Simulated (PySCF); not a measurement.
PySCF 2.14 output of a UHF calculation on a single atom or ion in x2c-SVPall, with the spin-free X2C one-electron Hamiltonian (Gaussian nucleus):

```
SCF conv_tol = 1e-09
number electrons alpha = 14  beta = 14
cycle= 1 E= -1939.85186658642  delta_E= -6.82e-13  |g|= 6.49e-07  |ddm|= 6.15e-07
converged SCF energy = -1939.85186658642  <S^2> = -7.1054274e-15  2S+1 = 1
```

The run itself started from symmetry-adapted Hartree-Fock orbitals and held the occupation by maximum overlap, so the iterations belong to that start.

Question: Which element, charge and spin multiplicity is this?

Answer: Ga(3+) (gallium, charge +3), multiplicity 1; the state was [Ar] 3d10, closed-shell 1S.
